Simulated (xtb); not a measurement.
C4H9, charge -1, singlet, at a GFN2-xTB geometry. Base run: GFN2-xTB (xtb).

Input for xtb:
```
$ xtb mol.xyz --gfn 2 --chrg -1 --json

# file mol.xyz
13

C      0.00366132    -0.00257993     0.50987381
C      0.00604899     1.42125247    -0.05700883
H     -0.00171725     1.48743097    -1.17683124
H     -0.87186003     1.98005613     0.29102195
H      0.89392380     1.97203055     0.27830152
C      1.22682796    -0.71573222    -0.07658806
H      1.27104904    -0.74055799    -1.19724426
H      2.15487708    -0.23527963     0.25807796
H      1.26497933    -1.76050060     0.25675066
C     -1.23425894    -0.70454644    -0.05885878
H     -1.29484415    -0.72889586    -1.17875997
H     -1.27709886    -1.74894672     0.27506338
H     -2.15298495    -0.21570016     0.28911112
```

Each row names what was changed in the base input (with any setting that the change needs).

| change | ΔE vs base (mEh) | HOMO-LUMO gap (eV) | G_solv (kcal/mol) | SCF cycles |
|---|---|---|---|---|
| base | 0.000 | 9.98 | - | 9 |
| acc = 1000 | 0.000 | 9.98 | - | 5 |
| acc = 30 | 0.000 | 9.98 | - | 7 |
| gbsa = methanol | -91.618 | 10.03 | -57.66 | 9 |
| alpb = dmso | -83.315 | 10.00 | -52.40 | 9 |
| gbsa = acetonitrile | -82.261 | 9.95 | -51.73 | 9 |

ALPB and GBSA are two models with their own fitted parameters for each solvent, which aren't always the measured dielectric constant.
